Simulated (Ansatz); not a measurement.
Br₂H₂Si (`Br[SiH2]Br`), relaxed with RKS PBE0-D4/def2-TZVP in the Gaussian-basis code of Ansatz from a PBE-D4/def2-SVP geometry. The force threshold is 0.005 eV/Å; the program also tests the step.

Total charge 0; spin multiplicity 1.

Start:

```xyz
5

Br   -0.441    0.821    1.926
Si    0.027    0.101   -0.134
Br    0.097   -2.130   -0.214
H     1.371    0.632   -0.524
H    -1.055    0.575   -1.054
```

```csv
step,energy (eV),largest force (eV/Å),largest move (Å)
1,-147986.1747,0.374,0.000
2,-147986.1934,0.082,0.034
3,-147986.1942,0.008,0.010
4,-147986.1942,0.002,0.002
```

End:

```xyz
5

Br   -0.435    0.807    1.904
Si    0.027    0.104   -0.136
Br    0.095   -2.100   -0.208
H     1.356    0.623   -0.518
H    -1.042    0.567   -1.042
```

Run time 11 s (4 threads of an Arm Neoverse V1 on a shared host); peak host memory 0.41 GiB.
